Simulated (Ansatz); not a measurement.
`F[B](F)[SnH3]` at its PBE0-D4/def2-TZVP geometry, where that method's forces vanish. Total charge 0; spin multiplicity 1. Sn takes the def2 core potential.

```xyz
7

F    -0.4769    2.2873   -0.0053
B     0.3447    1.2849    0.2297
F     1.5335    1.5961    0.7054
Sn   -0.2434   -0.8690   -0.1593
H    -1.8320   -0.9635   -0.7678
H    -0.1505   -1.7673    1.2869
H     0.8245   -1.5684   -1.2895
```

Task: What forces (eV/Å) does PBE-D4/def2-TZVPP give on these atoms in the Gaussian-basis code of Ansatz? (An estimate is asked.)

Result: Ansatz gave: 
```
F1  -0.447  0.467 -0.134
B2  -0.126 -0.461 -0.083
F3   0.606  0.106  0.238
Sn4  0.010  0.085  0.010
H5  -0.156 -0.020 -0.061
H6   0.010 -0.098  0.138
H7   0.103 -0.079 -0.109
```
